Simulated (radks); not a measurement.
Spherical quantum dot in the effective-mass picture: electrons in a well V = -V0 / (1 + exp((r - R)/a)) with V0 = 10.9, R = 6.23, a = 0.28, all in effective atomic units (hartree* = m*/eps^2 hartree, bohr* = eps/m* bohr), one dielectric constant everywhere. Method: non-relativistic Kohn-Sham, LDA (Slater exchange, Perdew-Wang correlation), spin-polarised, spherical densities; computed with a radial shooting solver with Libxc functionals. Levels are named by radial order and angular momentum (1s, 1p, 1d, 2s, ...), and open shells are averaged over m. Results are scaled to m* = 0.037 and eps = 5, for which hartree* = 40.27 meV and bohr* = 7.151 nm. Each electron was tried in the lowest free levels, single moves between levels near the top were tried too, and the lowest total energy was kept; such a search can miss a lower state. At N = 1 the Hartree and exchange-correlation terms need not cancel, so that row can carry a self-interaction error.

\begin{tabular}{lrrrrrrr}
N & open shells & 2S & E (meV) & mu = E(N) - E(N-1) (meV) & addition energy mu(N+1) - mu(N) (meV) & e(HOMO) (meV) & rms radius (nm) \\ \hline
1 & 1s(up 1, down 0) & 1 & -432.906 & -432.91 & 10.28 & -428.71 & 22.55 \\
2 & none & 0 & -855.533 & -422.63 & 13.37 & -418.36 & 24.02 \\
3 & 1p(up 1, down 0) & 1 & -1264.79 & -409.26 & 8.285 & -405.16 & 25.68 \\
4 & 1p(up 2, down 0) & 2 & -1665.77 & -400.97 & 8.415 & -396.78 & 26.65 \\
5 & 1p(up 3, down 0) & 3 & -2058.33 & -392.56 & 10.31 & -388.34 & 27.35 \\
6 & 1p(up 3, down 1) & 2 & -2440.58 & -382.25 & 8.062 & -378.24 & 27.91 \\
7 & 1p(up 3, down 2) & 1 & -2814.77 & -374.19 & 8.156 & -370.12 & 28.37 \\
8 & none & 0 & -3180.80 & -366.03 & 13.76 & -361.94 & 28.76 \\
9 & 1d(up 1, down 0) & 1 & -3533.08 & -352.27 & 7.947 & -348.30 & 29.20 \\
10 & 1d(up 2, down 0) & 2 & -3877.40 & -344.33 & 7.962 & -340.35 & 29.57 \\
11 & 1d(up 3, down 0) & 3 & -4213.77 & -336.37 & 7.965 & -332.38 & 29.89 \\
12 & 1d(up 4, down 0) & 4 & -4542.17 & -328.40 & 7.960 & -324.42 & 30.18 \\
13 & 1d(up 5, down 0) & 5 & -4862.61 & -320.44 & 9.793 & -316.46 & 30.43 \\
14 & 1d(up 5, down 1) & 4 & -5173.26 & -310.65 & 7.779 & -306.76 & 30.67 \\
15 & 1d(up 5, down 2) & 3 & -5476.12 & -302.87 & 7.797 & -298.97 & 30.88 \\
16 & 1d(up 5, down 3) & 2 & -5771.19 & -295.07 & 7.804 & -291.17 & 31.08 \\
17 & 1d(up 5, down 4) & 1 & -6058.46 & -287.27 & 7.804 & -283.36 & 31.26 \\
18 & none & 0 & -6337.92 & -279.46 & 14.46 & -275.56 & 31.43 \\
19 & 1f(up 1, down 0) & 1 & -6602.93 & -265.00 & 7.679 & -261.16 & 31.62 \\
20 & 1f(up 2, down 0) & 2 & -6860.25 & -257.32 & 7.679 & -253.48 & 31.79 \\
21 & 1f(up 3, down 0) & 3 & -7109.89 & -249.64 & 7.676 & -245.81 & 31.95 \\
22 & 1f(up 4, down 0) & 4 & -7351.86 & -241.97 & 7.671 & -238.13 & 32.10 \\
23 & 1f(up 5, down 0) & 5 & -7586.16 & -234.30 & 7.665 & -230.46 & 32.25 \\
24 & 1f(up 6, down 0) & 6 & -7812.79 & -226.63 & 7.658 & -222.80 & 32.38 \\
25 & 1f(up 7, down 0) & 7 & -8031.76 & -218.97 & 9.424 & -215.15 & 32.51 \\
26 & 1f(up 7, down 1) & 6 & -8241.31 & -209.55 & 7.557 & -205.77 & 32.63 \\
27 & 1f(up 7, down 2) & 5 & -8443.31 & -201.99 & 7.559 & -198.21 & 32.75 \\
28 & 1f(up 7, down 3) & 4 & -8637.74 & -194.43 & 7.559 & -190.65 & 32.86 \\
29 & 1f(up 7, down 4) & 3 & -8824.61 & -186.88 & 7.557 & -183.10 & 32.96 \\
30 & 1f(up 7, down 5) & 2 & -9003.93 & -179.32 & 7.553 & -175.54 & 33.06 \\
31 & 1f(up 7, down 6) & 1 & -9175.70 & -171.77 & 7.549 & -167.99 & 33.16 \\
32 & none & 0 & -9339.91 & -164.22 & 15.29 & -160.44 & 33.26 \\
33 & 1g(up 1, down 0) & 1 & -9488.84 & -148.93 & 7.469 & -145.19 & 33.36 \\
34 & 1g(up 2, down 0) & 2 & -9630.30 & -141.46 & 7.466 & -137.72 & 33.45 \\
35 & 1g(up 3, down 0) & 3 & -9764.29 & -133.99 & 7.462 & -130.26 & 33.55 \\
36 & 1g(up 4, down 0) & 4 & -9890.82 & -126.53 & 7.458 & -122.80 & 33.64 \\
37 & 1g(up 5, down 0) & 5 & -10009.9 & -119.07 & 7.453 & -115.34 & 33.72 \\
38 & 1g(up 6, down 0) & 6 & -10121.5 & -111.62 & 7.448 & -107.89 & 33.81 \\
39 & 1g(up 7, down 0) & 7 & -10225.7 & -104.17 & 7.443 & -100.45 & 33.89 \\
40 & 1g(up 8, down 0) & 8 & -10322.4 & -96.727 & 7.438 & -93.007 & 33.96 \\
41 & 1g(up 9, down 0) & 9 & -10411.7 & -89.289 & 9.142 & -85.572 & 34.04 \\
42 & 1g(up 9, down 1) & 8 & -10491.8 & -80.148 & 7.375 & -76.460 & 34.11 \\
43 & 1g(up 9, down 2) & 7 & -10564.6 & -72.773 & - & -69.086 & 34.19 \\
\end{tabular}

All shells are closed at N = 2, 8, 18, 32 (there: 1s2 1p6 1d10 1f14); the second difference of the energy has clear peaks (12 % above both neighbours; the first and last values, which can be the largest, are not judged, and half-filled shells can peak too) at N = 2, 5, 8, 13, 18, 25, 32, 41.
